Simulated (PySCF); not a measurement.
# `CCC(C)=C(C)C`, C$_{7}$H$_{14}$

Geometry (Å), atoms numbered from 1 in this order:
```xyz
21

C    -1.8305   -1.1056   -1.1528
C    -0.7228   -0.0643   -1.2944
C    -0.2242    0.4517    0.0313
C    -1.1051    1.4852    0.6857
C     0.9129    0.0366    0.6267
C     1.3442    0.6125    1.9522
C     1.8273   -1.0155    0.0713
H    -2.6800   -0.7149   -0.5702
H    -2.2175   -1.4197   -2.1348
H    -1.4596   -2.0008   -0.6298
H    -1.1043    0.7916   -1.8796
H     0.1009   -0.4860   -1.8885
H    -2.1092    1.4981    0.2360
H    -0.6893    2.5021    0.5679
H    -1.2293    1.3149    1.7660
H     2.3766    0.3228    2.1973
H     1.2968    1.7128    1.9642
H     0.7042    0.2573    2.7792
H     1.9506   -1.8371    0.7983
H     1.4728   -1.4573   -0.8681
H     2.8378   -0.6068   -0.1041
```

Method used: quadratic response CAM-B3LYP/aug-cc-pVDZ first hyperpolarisability, Taylor convention, gas phase (PySCF 2.14.0). Geometry: PBE0-D3(BJ)/def2-SVP.

(1) What is the first hyperpolarisability, and how does it disperse?

(2) Which lowest excitations, dipole and polarisabilities go with it?

Answers

(1) In au, Taylor convention; the vector part is βᵢ = ⅓ Σⱼ (βᵢⱼⱼ + βⱼᵢⱼ + βⱼⱼᵢ):
```
                   process  λ (nm)  β vector norm  β HRS  depolarisation ratio
           static β(0;0,0)       ∞           22.9   30.2                  1.65
second harmonic β(−2ω;ω,ω)    1907           25.1   32.2                  1.66
         Pockels β(−ω;ω,0)    1907           23.6      –                     –
second harmonic β(−2ω;ω,ω)    1064           31.5   37.5                  1.68
         Pockels β(−ω;ω,0)    1064           25.3      –                     –
```

(2) S1 5.43 eV (f = 0.013); S2 6.08 eV (f = 0.006); S3 6.11 eV (f = 0.056); dipole 0.05 D; isotropic α 90.2 au static, 90.4 au at 1907 nm, 91.0 au at 1064 nm, 91.2 au at 953.5 nm, 93.6 au at 532 nm.
